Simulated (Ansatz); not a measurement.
`[OH][Al]([F])[Cl]`, relaxed with RKS PBE-D4/def2-SVP in the Gaussian-basis code of Ansatz from a rough embedded geometry. The force threshold is 0.03 eV/Å; the program also tests the step.

Charge 0, multiplicity 1.

Start:

```xyz
5

O     0.398   -1.240    0.586
Al    0.106    0.428   -0.009
F    -0.536    1.655    1.107
Cl    0.423    0.929   -2.103
H    -0.391   -1.773    0.419
```

```
        step  energy (eV)  largest force (eV/Å)  largest move (Å)
           1  -23881.2442                 2.290             0.000
           2  -23881.4678                 1.460             0.089
           3  -23881.5294                 0.973             0.048
           4  -23881.5774                 0.563             0.073
           5  -23881.6296                 0.640             0.145
           6  -23881.6725                 0.786             0.143
           7  -23881.7015                 0.068             0.133
8 (rejected)  -23881.6726                 1.301             0.091
           9  -23881.7043                 0.051             0.026
          10  -23881.7058                 0.096             0.039
          11  -23881.7061                 0.018             0.010
```

End:

```xyz
5

O    -0.103   -1.110    0.712
Al   -0.028    0.449    0.036
F    -0.301    1.743    1.048
Cl    0.386    0.830   -1.984
H     0.046   -1.912    0.187
```

Run time 9 s (2 threads of an AMD EPYC 7R13 on a shared host); peak host memory 0.33 GiB.
